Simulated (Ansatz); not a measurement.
Cartesian coordinates (Å):
```xyz
18

C     -2.3350    -1.6909    -0.0431
O     -1.0131    -1.2784    -0.3403
Si     0.1102    -0.7561     0.7669
Si     2.0564    -0.2300    -0.4191
Si     1.5989     1.6048    -1.8201
C     -0.5469     0.8851     1.5685
F     -0.7246     1.8568     0.6408
F      0.3215     1.3693     2.4836
F     -1.7374     0.7230     2.1918
H     -2.9482    -0.8490     0.3210
H     -2.3493    -2.4870     0.7237
H     -2.7903    -2.0866    -0.9632
H      0.2435    -1.7100     1.9083
H      3.1435     0.0991     0.5508
H      2.4627    -1.4288    -1.2112
H      0.3092     1.3721    -2.5295
H      2.6905     1.7605    -2.8265
H      1.5085     2.8461    -1.0023
```
Charge 0, multiplicity 1.

Computed with Ansatz (a quantum-chemistry and plane-wave program) with frozen-core CCSD(T)/cc-pVDZ // B3LYP-D3(BJ)/def2-SVP.

| Property | Result |
|---|---|
| HF energy | -1320.99473 Ha |
| MP2 correlation energy | -1.30972 Ha |

Task: Estimate the CCSD correlation energy, the (T) correction, the total energy and the T1 diagnostic.

Result: 
The CCSD correlation energy is -1.39602 Ha and the (T) correction comes out as -0.03429 Ha. The CCSD(T) total energy comes out as -1322.42504 Ha and the T1 diagnostic is 0.013.
